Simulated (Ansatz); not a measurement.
Consider the redistribution: `C[O][GeH2][CH3]` + `BO[SiH2]C` → `[BH2][GeH2][O]C` + `CO[SiH2]C`.

Computed with Ansatz on PBE0-D4/def2-TZVP structures; ΔE is electronic, products minus reactants. CCSD(T)/CBS is the MP2 limit (def2-TZVPP, def2-QZVPP) plus CCSD(T) − MP2 in def2-TZVPP, frozen cores. For Ge outer-core shells are correlated without core-valence functions, which leaves a few kJ/mol of doubt a bond. Scalar relativity is left out up to krypton. One conformer a species, not always the lowest.

`C[O][GeH2][CH3]`:

Cartesian coordinates in Å:
```
C -0.798 1.782 0.925
O -0.014 0.621 0.838
Ge -0.099 -0.347 -0.658
C 1.121 -1.823 -0.370
H -0.621 2.243 1.900
H -1.873 1.565 0.843
H -0.540 2.517 0.151
H -1.563 -0.800 -0.856
H 0.314 0.560 -1.840
H 0.804 -2.398 0.500
H 1.142 -2.480 -1.241
H 2.127 -1.440 -0.192
```

`BO[SiH2]C`:

Cartesian coordinates in Å:
```
B -1.304 0.893 -1.615
O -0.995 -0.001 -0.660
Si 0.452 -0.632 -0.136
C 0.664 -0.228 1.662
H -0.433 1.393 -2.281
H -2.460 1.172 -1.776
H 0.384 -2.099 -0.349
H 1.555 -0.061 -0.956
H 1.589 -0.669 2.044
H 0.715 0.853 1.818
H -0.168 -0.621 2.249
```

`[BH2][GeH2][O]C`:

Z-matrix (Å, degrees):
```
Ge
O 1 1.788
B 1 2.049 2 108.4
H 1 1.550 2 107.6 3 122.6
H 1 1.550 2 107.6 3 -122.6
C 2 1.404 1 117.9 3 179.9
H 3 1.192 1 121.2 2 0.2
H 3 1.194 1 119.7 2 -179.8
H 6 1.099 2 112.2 1 61.0
H 6 1.099 2 112.2 1 -60.7
H 6 1.093 2 108.3 1 -179.8
```

`CO[SiH2]C`:

Cartesian coordinates in Å:
```
C -0.428 0.165 -1.843
O -0.728 0.868 -0.663
Si -0.638 0.185 0.832
C 1.109 -0.257 1.312
H -0.724 0.780 -2.695
H -0.972 -0.786 -1.899
H 0.645 -0.044 -1.927
H -1.474 -1.052 0.862
H -1.202 1.195 1.761
H 1.533 -1.005 0.638
H 1.124 -0.675 2.323
H 1.755 0.624 1.299
```

| species | MP2/CBS(def2) energy (Eh) |
| --- | --- |
| `C[O][GeH2][CH3]` | -2232.14534 |
| `BO[SiH2]C` | -431.32565 |
| `[BH2][GeH2][O]C` | -2218.23714 |
| `CO[SiH2]C` | -445.13552 |

Work out ΔE.

ΔE = (-2218.23714) + (-445.13552) − (-2232.14534) − (-431.32565) = 0.09833 Eh = +258.2 kJ/mol. CCSD(T)/CBS gives +247.2 kJ/mol.

Largest T1 diagnostic among the species: 0.012.

From PBE to PBE0 (25 % exact exchange), in def2-TZVPP and without D4, ΔE moves by +3.6 kJ/mol.
